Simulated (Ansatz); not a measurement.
Basis-set series for `CBC[SiH2]F`. Charge 0, multiplicity 1. Geometry: relaxed with PBE0-D4/def2-TZVP. It is one conformer, not always the lowest.

| functional | basis | functions | energy (Eh) | HOMO (eV) | LUMO (eV) |
| --- | --- | --- | --- | --- | --- |
| PBE0-D4 | def2-SVP | 114 | -494.67776 | -8.71 | -0.84 |
| PBE0-D4 | def2-TZVPP | 278 | -495.02571 | -8.75 | -0.94 |
| ωB97M-V | def2-SVP | 114 | -494.90320 | -10.95 | 1.18 |
| ωB97M-V | def2-TZVPP | 278 | -495.26244 | -11.01 | 0.97 |

Problem. Give the rows for def2-QZVPP. (Best estimate.)

Solution. Computed: 
| functional | basis | functions | energy (Eh) | HOMO (eV) | LUMO (eV) |
| --- | --- | --- | --- | --- | --- |
| PBE0-D4 | def2-QZVPP | 538 | -495.04789 | -8.76 | -0.97 |
| ωB97M-V | def2-QZVPP | 538 | -495.28314 | -11.02 | 0.87 |

Positive LUMOs are unbound and depend on the basis.
